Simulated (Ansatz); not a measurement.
A single point on AlH₃OS₂Si (`S[Si]1(S)[O][AlH]1`).

```yaml
crystal:
  periodic: [false, false, false]
  atoms:
    - {symbol: S, position_ang: [-0.520206, 2.386294, 0.100700]}
    - {symbol: Si, position_ang: [0.189300, 0.382573, 0.190640]}
    - {symbol: S, position_ang: [2.194372, 0.724331, 0.817288]}
    - {symbol: O, position_ang: [0.056545, -0.586439, -1.165244]}
    - {symbol: Al, position_ang: [-0.941289, -1.574078, -0.123701]}
    - {symbol: H, position_ang: [-1.817012, 2.038785, 0.126018]}
    - {symbol: H, position_ang: [2.610575, -0.489446, 0.419146]}
    - {symbol: H, position_ang: [-1.680184, -2.939120, -0.420647]}
basis:
  gaussian: {orbitals: def2-QZVPP}
correlation: {method: mp2}
```

```sh
$ ansatz run in.yaml --threads 4 --pin off --events-out ev --progress --plain
```

Output, abridged:

```
Functional definition: HF
2539 factors; integrals over basis functions are off by at most 9.9e-4 eV
mean field evaluation 1: about -38164.7088 eV, gradient 5.0e1 eV
mean field evaluation 2: about -38164.9141 eV, gradient 5.0e1 eV
mean field evaluation 4: about -38170.3825 eV, gradient 4.6e0 eV
mean field evaluation 8: about -38170.5149 eV, gradient 4.5e-1 eV
mean field evaluation 16: about -38170.5167 eV, gradient 1.1e-6 eV
mean field -38170.51667212 eV, -1402.7406147951 hartree, gradient 1.1e-6 eV, S^2 0.000000; 0 other end points of the search recorded, 0 dependent functions left out
21 core orbitals not correlated: weight in the atoms' cores, before any rotation towards them, 1.000 or more for the frozen orbitals, at most 0.000 for the correlated occupied ones
reference -38170.51667212 eV, -1402.7406147951 hartree; 14, 14 occupied and 392, 392 virtual orbitals, 2539 factors
second order -22.95600813 eV of doubles, -0.00000000 eV of singles
Total energy: -38193.47268025 eV, -1403.5842325338 hartree
```

Run time 22 s (4 threads of a server CPU on a shared host); peak host memory 2.2 GiB.
